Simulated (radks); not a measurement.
The nuclear charge of the fluorine ion F+ is varied continuously with 8 electrons held in [He] 2s2 2p4. Method: non-relativistic Kohn-Sham, r2SCAN, spin-polarised, spherical densities, point nucleus; open shells are filled with parallel spins first; meta-GGA in the generalised Kohn-Sham scheme; computed with a radial shooting solver on a logarithmic mesh with Libxc functionals. By the Hellmann-Feynman theorem dE/dZ = E(electron-nucleus)/Z, the electronic potential at the nucleus.

Z    E (hartree)  E(electron-nucleus)/Z (hartree)  HOMO  e(HOMO) (eV)  <r> HOMO (bohr)
8.6    -89.02063                         -24.3702    2p       -17.180            1.125
8.8    -93.96510                         -25.0745    2p       -21.241            1.068
9      -99.05038                         -25.7782    2p       -25.592            1.019
9.2   -104.27635                         -26.4815    2p       -30.232           0.9740
9.4   -109.64295                         -27.1845    2p       -35.157           0.9336
9.6   -115.15012                         -27.8871    2p       -40.366           0.8969
9.8   -120.79779                         -28.5895    2p       -45.857           0.8632
10    -126.58591                         -29.2917    2p       -51.630           0.8321

The central difference of E at Z = 9 is -25.778 hartree, to compare with the third column; the second derivative is -3.52 hartree.
